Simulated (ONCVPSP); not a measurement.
# Cutoff test, aluminium (Al), ONCV

```json
{"Element": "aluminium (Al)", "Generator": "ONCVPSP 4.0.1", "Type": "optimised norm-conserving Vanderbilt (ONCV)", "Functional": "LDA (Perdew-Wang 92)", "Relativity": "non-relativistic", "Frozen core": "[Ne]", "Valence charge": "3", "Reference configuration": "3s2 3p1", "Partial waves": "3s: rc 1.85 bohr, ncon 4, nbas 8, qcut 3.2 1/bohr, 3 projectors, debl 3.6 Ha; 3p: rc 2.00 bohr, ncon 5, nbas 8, qcut 5 1/bohr, 2 projectors, debl 0.6 Ha; d scattering state at 0.32 Ha: rc 1.85 bohr, ncon 4, nbas 7, qcut 4.5 1/bohr, 2 projectors, debl 2.6 Ha", "Local potential": "polynomial inside 1.30 bohr (lpopt 4, dvloc0 0 Ha)", "Core correction": "polynomial model core, fcfact 0.7"}
```

Q: For each optimised wave give the share of its norm inside rc, the residual kinetic energy above qcut (Ha) and the cutoffs (Ha) for errors of 10, 1, 0.1 and 0.01 mHa per electron.

A:

```
         wave  norm inside rc  residual KE  10 mHa  1 mHa  0.1 mHa  0.01 mHa
           3s           0.263      1.6e-03     3.3    5.8     27.6      47.9
s projector 2           0.129      1.8e-01    13.1   34.0     59.5      67.3
s projector 3           0.132      4.6e-01    52.2   87.2     98.4     141.3
           3p           0.156      7.8e-05     1.3    2.3     11.5      42.0
p projector 2           0.189      3.1e-03     2.4   24.8     57.1      66.1
d projector 1           0.161      1.2e-03     6.0   10.6     39.8      49.7
d projector 2           0.169      5.0e-02    14.0   30.8     58.5      67.1
```

The occupied waves need 5.8 Ha and 28 Ha for 1 and 0.1 mHa. The cutoffs count occupied waves only; projector 3 of the s channel, the hardest unoccupied one, needs 87 Ha at the loose tolerance.
